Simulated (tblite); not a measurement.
C2H11GeOSi2 (doublet state).
Bonds: C1–O2, O2–Ge3, Ge3–Si4, Si4–C5, Si4–Si6. Hydrogens: H7, H8, H9 on C1; H10, H11 on Ge3; H12, H13, H14 on C5; H15, H16, H17 on Si6.

Computed with GFN2-xTB (tblite), gas phase: L-BFGS steps from a force-field or distance-geometry start until the largest atomic force falls under 0.01 eV/Å.

Step 83: E = -525.0580 eV
```
atom  x, y, z in Å  |  force x, y, z in eV/Å
C1      2.6722    0.1363   -0.4885   -0.027   0.056   0.012
O2      1.3384    0.1633   -0.0655   -0.020   0.016   0.021
Ge3     0.7826   -0.5855    1.4924    0.052   0.082  -0.072
Si4    -1.4661   -0.0239    0.8331   -0.016  -0.013  -0.013
C5     -2.0699   -1.5755   -0.1443    0.021  -0.019   0.034
Si6    -1.6431    1.8853   -0.4915   -0.037   0.004   0.020
H7      3.0635   -0.8856   -0.5086    0.015   0.015  -0.019
H8      3.3134    0.7375    0.1632   -0.017  -0.017   0.039
H9      2.7173    0.5575   -1.4963   -0.026  -0.042  -0.007
H10     1.5888    0.1876    2.5703   -0.002  -0.030  -0.010
H11     1.5656   -1.9225    1.4844    0.005  -0.058   0.041
H12    -2.3124   -1.3272   -1.1755   -0.014   0.003   0.051
H13    -1.2959   -2.3390   -0.1605    0.017  -0.021  -0.014
H14    -2.9548   -2.0177    0.3061   -0.015   0.002  -0.038
H15    -1.8226    3.0486    0.3893    0.025  -0.007  -0.011
H16    -0.5972    2.2316   -1.4517    0.023   0.005  -0.025
H17    -2.8869    1.7414   -1.2663    0.015   0.026  -0.008
```

Step 84: E = -525.0592 eV
```
atom  x, y, z in Å  |  force x, y, z in eV/Å
C1      2.6735    0.1400   -0.4919    0.018   0.029   0.012
O2      1.3417    0.1664   -0.0639   -0.015   0.021  -0.009
Ge3     0.7814   -0.5807    1.4900    0.044   0.044  -0.051
Si4    -1.4682   -0.0256    0.8304   -0.018  -0.011  -0.003
C5     -2.0700   -1.5791   -0.1441   -0.003  -0.028   0.025
Si6    -1.6445    1.8848   -0.4897   -0.014   0.010  -0.018
H7      3.0683   -0.8812   -0.5127   -0.010   0.016  -0.019
H8      3.3173    0.7389    0.1597   -0.021   0.003   0.025
H9      2.7180    0.5592   -1.5015   -0.040  -0.037   0.028
H10     1.5836    0.1828    2.5762    0.005  -0.015  -0.009
H11     1.5565   -1.9240    1.4905   -0.001  -0.044   0.029
H12    -2.3166   -1.3348   -1.1757    0.006   0.004   0.061
H13    -1.2943   -2.3413   -0.1578    0.004  -0.017  -0.022
H14    -2.9549   -2.0208    0.3078    0.001   0.000  -0.034
H15    -1.8187    3.0483    0.3901    0.026   0.006   0.003
H16    -0.5934    2.2240   -1.4486    0.007   0.003  -0.010
H17    -2.8867    1.7552   -1.2686    0.010   0.015  -0.008
```

Step 85: E = -525.0599 eV
```
atom  x, y, z in Å  |  force x, y, z in eV/Å
C1      2.6745    0.1425   -0.4933    0.036  -0.001   0.009
O2      1.3426    0.1665   -0.0650    0.005   0.021  -0.023
Ge3     0.7821   -0.5778    1.4875    0.030   0.004  -0.029
Si4    -1.4694   -0.0263    0.8301   -0.014  -0.009   0.003
C5     -2.0700   -1.5805   -0.1432   -0.014  -0.030   0.016
Si6    -1.6466    1.8844   -0.4889    0.012   0.016  -0.035
H7      3.0720   -0.8782   -0.5155   -0.024   0.022  -0.011
H8      3.3180    0.7403    0.1596   -0.026   0.011   0.013
H9      2.7190    0.5598   -1.5037   -0.043  -0.021   0.038
H10     1.5837    0.1802    2.5769    0.011  -0.002  -0.008
H11     1.5511   -1.9279    1.4974   -0.012  -0.017   0.015
H12    -2.3182   -1.3362   -1.1745    0.016   0.005   0.056
H13    -1.2932   -2.3417   -0.1572   -0.006  -0.015  -0.021
H14    -2.9558   -2.0223    0.3072    0.011  -0.004  -0.025
H15    -1.8177    3.0484    0.3901    0.026   0.010   0.008
H16    -0.5917    2.2193   -1.4470   -0.009   0.000   0.004
H17    -2.8873    1.7616   -1.2704    0.002   0.010  -0.010
```

Q: Estimate the geometry and energy of step 86. (The exact step hangs on the optimiser's Hessian estimate; all steps are aligned on step 85, rigid shifts and turns removed.)

A: E = -525.0604 eV, largest force 0.048 eV/Å
```
atom  x, y, z in Å  |  force x, y, z in eV/Å
C1      2.6762    0.1446   -0.4938    0.028  -0.021   0.002
O2      1.3435    0.1652   -0.0675    0.014   0.019  -0.022
Ge3     0.7829   -0.5758    1.4847    0.012  -0.020  -0.010
Si4    -1.4706   -0.0266    0.8307   -0.010  -0.005   0.010
C5     -2.0704   -1.5814   -0.1415   -0.015  -0.025   0.008
Si6    -1.6487    1.8844   -0.4884    0.030   0.014  -0.035
H7      3.0752   -0.8754   -0.5179   -0.021   0.016  -0.001
H8      3.3178    0.7423    0.1606   -0.025   0.016   0.008
H9      2.7196    0.5606   -1.5043   -0.035  -0.001   0.031
H10     1.5859    0.1789    2.5742    0.015   0.006  -0.006
H11     1.5445   -1.9324    1.5043   -0.017   0.002   0.002
H12    -2.3181   -1.3348   -1.1720    0.016   0.005   0.038
H13    -1.2924   -2.3414   -0.1574   -0.011  -0.017  -0.016
H14    -2.9572   -2.0241    0.3054    0.015  -0.008  -0.012
H15    -1.8172    3.0492    0.3904    0.026   0.008   0.004
H16    -0.5903    2.2143   -1.4455   -0.019   0.001   0.011
H17    -2.8877    1.7646   -1.2719   -0.004   0.009  -0.012
```

The energy changes by -0.0005 eV. The first-order estimate −F·Δx gives -0.0008 eV and the mean of the old and new forces, exact on a quadratic surface, -0.0005 eV. The step makes an angle of 70° with the force vector and moves no atom by more than 0.011 Å.

The cost below is that of the whole relaxation. The run took 2.0 s on Arm Neoverse V2, one thread, no GPU, on a shared host.
